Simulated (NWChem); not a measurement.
Polarisability of HSi (+1)

```
Si
H 1 1.5419
```
Charge +1, spin multiplicity 1.

The numbers come from NWChem runs, not from measurements. Structure: optimised with PBE/def2-SVP, a minimum by its harmonic frequencies.

Basis set: def2-SVPD. Static limit.

The correlated methods keep 5 core orbitals frozen. The structure started from a generated list of species. No row is a measurement; the coupled-cluster row has its own basis-set and correlation limits.

**Question.** One of these methods gave an isotropic polarisability of 21.07 bohr³. Which?
(A) BHandHLYP
(B) CCSD linear response
(C) HF

**Answer.** A, BHandHLYP. The others give 21.70 (HF), 20.55 (CCSD linear response).
